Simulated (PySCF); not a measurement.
**IOF3: one-bond stretch**

All numbers come from PySCF, PBE0, basis I def2-SVP with ECP28, O def2-SVP, F def2-SVP (scalar-relativistic core potentials, no spin–orbit coupling, density fitting).

Rigid scan from the singlet minimum (I–F 1.907 Å, I–F 1.943 Å (×2), I–O 1.768 Å; F–I–F 84.0° (×2), F–I–F 166.6°, F–I–O 94.5° (×2), F–I–O 105.8°). Coordinate: the bond from I to the last atom (F) scaled, the rest fixed. Energies in kJ/mol from the minimum.

(1) Predict the curve at 0.92, 0.96, 1.00, 1.05, 1.12, 1.20, 1.35, 1.55, 1.80, 2.20.

Results:

(1) 
```
scale of one bond  E (kJ/mol)  dipole size (D)
             0.92        37.6             3.10
             0.96         8.2             3.17
             1.00         0.0             3.27
             1.05         9.5             3.43
             1.12        44.0             3.69
             1.20        96.7             4.01
             1.35       197.9             4.53
             1.55       305.6                –
             1.80       393.0                –
             2.20       460.3                –
```

At long bonds a restricted determinant can lie too high, and another spin state can fall below this curve.

Other isomers or separated fragments may lie lower.

The scan took 36 s on 2 threads of a shared Arm Neoverse N1 host; the process peaked at 1.1 GiB. Launch command: `OMP_NUM_THREADS=2 python axn.py task.json out`.
